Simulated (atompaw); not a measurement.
## Reading a pseudo-wave (cobalt (Co))

Columns: radius, all-electron u(r) and pseudo u(r) of the 3s shell (level -102.40 eV) of cobalt in the configuration [Ne] 3s2 3p6 3d7 4s2 4p0; PBE, scalar-relativistic, PAW (atompaw) scheme, atompaw 4.2.0.5.

```json
{"r (bohr)": "0.062", "all-electron": "0.1311", "pseudo": "0.2240"}
{"r (bohr)": "0.123", "all-electron": "-0.5008", "pseudo": "0.4376"}
{"r (bohr)": "0.185", "all-electron": "-0.6707", "pseudo": "0.6412"}
{"r (bohr)": "0.246", "all-electron": "-0.4432", "pseudo": "0.8223"}
{"r (bohr)": "0.308", "all-electron": "-0.0361", "pseudo": "0.9819"}
{"r (bohr)": "0.369", "all-electron": "0.3808", "pseudo": "1.1109"}
{"r (bohr)": "0.431", "all-electron": "0.7391", "pseudo": "1.2109"}
{"r (bohr)": "0.492", "all-electron": "0.9985", "pseudo": "1.2775"}
{"r (bohr)": "0.554", "all-electron": "1.1665", "pseudo": "1.3131"}
{"r (bohr)": "0.615", "all-electron": "1.2503", "pseudo": "1.3179"}
{"r (bohr)": "0.677", "all-electron": "1.2704", "pseudo": "1.2950"}
{"r (bohr)": "0.738", "all-electron": "1.2434", "pseudo": "1.2489"}
{"r (bohr)": "0.800", "all-electron": "1.1836", "pseudo": "1.1825"}
{"r (bohr)": "0.862", "all-electron": "1.1036", "pseudo": "1.1018"}
{"r (bohr)": "0.923", "all-electron": "1.0143", "pseudo": "1.0134"}
{"r (bohr)": "0.985", "all-electron": "0.9195", "pseudo": "0.9193"}
{"r (bohr)": "1.046", "all-electron": "0.8267", "pseudo": "0.8267"}
{"r (bohr)": "1.108", "all-electron": "0.7362", "pseudo": "0.7362"}
{"r (bohr)": "1.169", "all-electron": "0.6524", "pseudo": "0.6524"}
{"r (bohr)": "1.231", "all-electron": "0.5740", "pseudo": "0.5740"}
{"r (bohr)": "1.292", "all-electron": "0.5036", "pseudo": "0.5036"}
{"r (bohr)": "1.354", "all-electron": "0.4394", "pseudo": "0.4394"}
{"r (bohr)": "1.415", "all-electron": "0.3828", "pseudo": "0.3828"}
{"r (bohr)": "1.477", "all-electron": "0.3318", "pseudo": "0.3318"}
{"r (bohr)": "1.538", "all-electron": "0.2876", "pseudo": "0.2876"}
{"r (bohr)": "1.600", "all-electron": "0.2483", "pseudo": "0.2483"}
```

(1) How many radial nodes do the two functions have?

(2) At about which radius was the pseudo-wave matched?

(3) Is the pseudo-wave norm-conserving?

Results:

(1) The all-electron 3s function has n − l − 1 = 2; the pseudo-wave has 0, since the states of the same l below it are removed with the core.

(2) 1.10 bohr. The columns agree to 0.0005 from 0.98 bohr on; several derivatives are matched, so the curves merge somewhat inside the radius.

(3) No, it belongs to a PAW set: the norm inside the radius is not constrained, and the difference is carried by the augmentation charge.
